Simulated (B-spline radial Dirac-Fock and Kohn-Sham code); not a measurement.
## Atomic aluminum: differential elastic cross section for electrons at 680 eV

The computed values come from a B-spline atomic structure program: relativistic (Dirac) partial waves in the static field of the Dirac-Fock atom with Furness-McCarthy exchange, without polarisation or absorption potentials.

The run's input, task.json:

```json
{"items": [{
  "Z": 13,
  "q": 0,
  "cfg": [[1, 0, 2], [2, 0, 2], [2, 1, 6], [3, 0, 2], [3, 1, 1]],
  "A": 27,
  "rrms": 3.061,
  "do": "elastic",
  "energies": [[680.0, 0]],
  "theta": [0, 0.5, 1, 2, 4, 8, 12, 16, 24, 32, 45, 60, 75, 90, 105, 120, 135, 150, 165, 180]
}]}
```

Command: `python xray2_run.py task.json out`

```
θ (°)  dσ/dΩ (a₀²/sr)  Sherman function
    0            89.4             0.000
  0.5            88.7             0.000
    1            86.7             0.000
    2            79.4             0.000
    4            57.3             0.000
    8            21.1             0.000
   12            7.55             0.000
   16            3.33             0.000
   24            1.08             0.000
   32           0.480             0.001
   45           0.182             0.002
   60          0.0912             0.001
   75          0.0606            -0.002
   90          0.0478            -0.005
  105          0.0425            -0.007
  120          0.0406            -0.007
  135          0.0402            -0.006
  150          0.0405            -0.004
  165          0.0408            -0.002
  180          0.0409             0.000
```

The total elastic cross section is 5.92 a₀², the first transport cross section 0.757 a₀² and the second, weighted with (3/2) sin²θ, 1.14 a₀². The mean deflection is ⟨1 − cos θ⟩ = 0.128, and 4.4 % of the collisions scatter beyond 90°.

On this grid of angles the cross section has a minimum near 135°, from interference among the few low partial waves with large phase shifts.
